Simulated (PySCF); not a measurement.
What does the PBE0-D3(BJ)/def2-SVP structure of `[SiH3]Cc1csc2c1[nH]cc2` look like in three dimensions?

```xyz
19
C7H9NSSi angstrom
Si    -2.5774    0.0623   -0.6883
C     -1.4234    1.2418    0.2461
C     -0.2780    0.5373    0.9016
C     -0.1093    0.3726    2.2551
S      1.3133   -0.5208    2.7014
C      1.7465   -0.7145    1.0405
C      2.7468   -1.2963    0.2163
C      2.3689   -1.0161   -1.0823
N      1.2002   -0.2948   -1.0792
C      0.8015   -0.1017    0.2164
H     -3.7028    0.8258   -1.3119
H     -1.8239   -0.6284   -1.7823
H     -3.1311   -0.9685    0.2378
H     -1.0611    2.0046   -0.4664
H     -2.0232    1.7800    0.9964
H     -0.7670    0.7475    3.0390
H      3.6319   -1.8507    0.5179
H      2.8560   -1.2840   -2.0175
H      0.7075    0.0162   -1.9032
```

Any rigid rotation of these coordinates is as good. Atoms count from 1 in this order. Of the pairs four or more bonds apart, Si1···N9 is among the closest relative to their van der Waals radii: 3.81 Å, 105 % of the sum of Bondi's values. The 5-membered ring C6–C7–C8–N9–C10 has internal angles of 105.6° to 109.7°; it is planar, 0.00 Å rms from its mean plane, widest ring torsion 0°. Si1 (SiH3 silicon) is tetrahedral (angles from 108.0° to 110.5°). N9 (pyrrole-type nitrogen) is planar (angles 125.9°, 125.1° and 108.9°, sum 360.0°, 0.01 Å off the plane of its three neighbours).

Bonds between heavy atoms (Å): Si1–C2 1.896, C2–C3 1.496, C3–C4 1.374, C4–S5 1.738, S5–C6 1.727, C6–C7 1.421, C7–C8 1.381, C8–N9 1.373, N9–C10 1.369, C3–C10 1.429, C6–C10 1.396.

Method used: PBE0-D3(BJ)/def2-SVP geometry optimisation, gas phase (PySCF).

Point group: C1 (no symmetry element, even within 0.4 Å). Whether it is a minimum is left open (no frequencies). The numbers are those of one conformer (Si1–C2–C3–C4 -110°).
